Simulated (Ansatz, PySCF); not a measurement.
Bond stretch in Mg2, singlet.

Computed with: UMP2/3-21G = unrestricted MP2 (frozen core)/3-21G in PySCF; RKS-B3LYP/6-311+G** = restricted B3LYP/6-311+G**, spherical d (PySCF); UCCSD(T) = CCSD(T) on UHF/cc-pVDZ, frozen core (Ansatz, a first-principles code); UKS-B3LYP/6-311+G** = unrestricted B3LYP/6-311+G**, spherical d in PySCF 2.14.0.

Energies are in kcal/mol, each relative to the lowest point of its own curve near equilibrium.

| R / Å | UMP2/3-21G | RKS-B3LYP/6-311+G** | UCCSD(T) | UKS-B3LYP/6-311+G** |
|---|---|---|---|---|
| 2.71 | ? | 10.7 | 12.6 | 10.7 |
| 2.88 | 15.5 | 6.0 | 7.6 | 6.0 |
| 3.06 | 11.6 | 3.1 | ? | 3.1 |
| 3.30 | 7.8 | 1.1 | 2.0 | 1.1 |
| 3.41 | 6.3 | 0.7 | 1.4 | 0.7 |
| 3.50 | 5.1 | 0.4 | 1.1 | 0.4 |
| 3.60 | 3.8 | 0.2 | 0.8 | 0.2 |
| 3.69 | 1.9 | 0.1 | 0.6 | 0.1 |
| 3.88 | 1.2 | 0.0 | ? | 0.0 |
| 3.97 | ? | 0.0 | 0.3 | 0.0 |
| 4.18 | 0.5 | 0.0 | 0.1 | 0.0 |
| 4.46 | 0.1 | 0.1 | 0.1 | 0.1 |
| 4.81 | 0.0 | 0.2 | 0.0 | 0.2 |
| 5.36 | ? | 0.3 | 0.0 | 0.3 |
| 5.87 | 0.3 | 0.4 | 0.1 | 0.4 |
| 6.45 | 0.5 | 0.4 | 0.1 | 0.4 |
| 7.17 | 0.7 | 0.4 | ? | 0.4 |
| 7.86 | 0.8 | 0.3 | 0.2 | 0.3 |
| 8.86 | 0.8 | 0.3 | 0.2 | 0.3 |
| 9.73 | 0.8 | 0.3 | 0.2 | 0.3 |
| 10.79 | 0.8 | 0.3 | 0.2 | 0.3 |

Task: Complete the blanks.

Result: 
- 2.71, UMP2/3-21G: 20.9
- 3.06, UCCSD(T): 4.4
- 3.88, UCCSD(T): 0.4
- 3.97, UMP2/3-21G: 0.9
- 5.36, UMP2/3-21G: 0.1
- 7.17, UCCSD(T): 0.2

The unrestricted determinant behind UMP2/3-21G is spin-contaminated at 2.71 to 3.60 Å (<S²> up to 0.6, against 0.00 for a pure singlet). The unrestricted determinant behind UCCSD(T) is spin-contaminated at 2.71 to 3.69 Å (<S²> up to 0.6, against 0.00 for a pure singlet). At the minimum UCCSD(T) lies far from FCI: another state is possible.
